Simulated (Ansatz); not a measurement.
The cation of BrFH2Sn, SMILES `[F][SnH2][Br]` at the neutral geometry.

```yaml
crystal:
  periodic: [false, false, false]
  atoms:
    - {symbol: F, position_ang: [1.281293, -1.280267, 0.460908]}
    - {symbol: Sn, position_ang: [-0.075780, 0.037551, 0.166977]}
    - {symbol: Br, position_ang: [-0.078900, 0.428681, -2.259607]}
    - {symbol: H, position_ang: [-1.534862, -0.693947, 0.624912]}
    - {symbol: H, position_ang: [0.458149, 1.434382, 0.965409]}
basis:
  gaussian: {orbitals: def2-TZVPP}
total_charge: 1
magnetization: {spin_polarized: true, initial_magnetization: 1}
hamiltonian: {xc: r2scan, dispersion: d4}
```

```sh
$ ansatz run in.yaml --threads 2 --pin off --events-out ev --progress --plain --max-ram 22528MiB --backend cpu
```

It prints (some lines left out):

```
Functional definition: r2SCAN
1038 factors; their error is unknown
mean field evaluation 1: about -78610.1466 eV, gradient 5.8e1 eV
mean field evaluation 2: about -78351.3208 eV, gradient 1.7e2 eV
mean field evaluation 4: about -78619.5263 eV, gradient 1.5e1 eV
mean field evaluation 8: about -78620.3205 eV, gradient 4.4e-1 eV
mean field evaluation 16: about -78620.2918 eV, gradient 1.3e-2 eV
mean field evaluation 64: about -78620.2917 eV, gradient 5.3e-2 eV
mean field -78620.29184061 eV, -2889.2424343945 hartree, gradient 1.6e-6 eV, S^2 0.756994; 9 other end points of the search recorded, 0 dependent functions left out
reference -78620.29185264 eV, -2889.2424348368 hartree; 34, 33 occupied and 123, 124 virtual orbitals, 1038 factors
Total energy: -78620.31035123 eV, -2889.2431146475 hartree
```

Hardware: 2 threads of an AMD EPYC 7R13 on a shared host. Wall time 35 s, peak host memory 0.48 GiB.
